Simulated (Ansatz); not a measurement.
`C#C[SiH2][AlH][Cl]` + NH₃ → `[NH2][AlH][Cl]` + `C#C[SiH3]` at 298.15 K and 1 bar (cleavage of the Al–Si bond).

Gas-phase electronic energies from Ansatz, PBE0-D4/def2-TZVP geometries. CCSD(T)/CBS adds triple-zeta CCSD(T) − MP2 to the extrapolated MP2 energy (def2 sets, frozen cores). This one scheme is used for every species. One conformer a species, not always the lowest.

| species | CCSD(T)/CBS energy (Eh) | H − E (kJ/mol) | S (J/(mol·K)) |
| --- | --- | --- | --- |
| `C#C[SiH2][AlH][Cl]` | -1069.38528 | 140.7 | 385.6 |
| NH₃ | -56.50880 | 100.5 | 192.4 |
| `[NH2][AlH][Cl]` | -758.40905 | 104.9 | 293.9 |
| `C#C[SiH3]` | -367.52081 | 128.8 | 268.3 |

H − E and S are ideal-gas, rigid-rotor, harmonic terms from PBE0-D4/def2-TZVP, for one conformer and one mirror image of each species. 1 Eh = 2625.50 kJ/mol, R = 8.31446 J/(mol·K).

Problem. By hand: ΔE, ΔH, ΔS and ΔG.

Solution. ΔE = (-758.40905) + (-367.52081) − (-1069.38528) − (-56.50880) = -0.03578 Eh = -93.9 kJ/mol. Δ(H − E) = 104.9 + 128.8 − 140.7 − 100.5 = -7.5, so ΔH = -101.4 kJ/mol. ΔS = 293.9 + 268.3 − 385.6 − 192.4 = -15.8 J/(mol·K). ΔG = -101.4 − 298.15 × (-15.8)/1000 = -96.7 kJ/mol.

Problem. By hand: the equilibrium constant, and the temperature at which ΔG would vanish if ΔH and ΔS stayed fixed.

Solution. log₁₀ K = −ΔG/(RT ln 10) = 16.9. ΔG = 0 at ΔH/ΔS = 6418 K, far beyond where these terms or the molecules hold.

ΔH outweighs TΔS. A doubt of 5 kJ/mol in ΔE shifts log₁₀ K by 0.9 here. Other conformers and mirror images would add mixing entropy, several J/(mol·K) or more a flexible species. Modes under 60 cm⁻¹, often nearly free rotors, make the harmonic entropy too high. These are equilibria of isolated gas molecules and say nothing of rates. Largest T1 diagnostic: 0.013 (customary marks: 0.02 for closed shells, 0.045 for open ones).
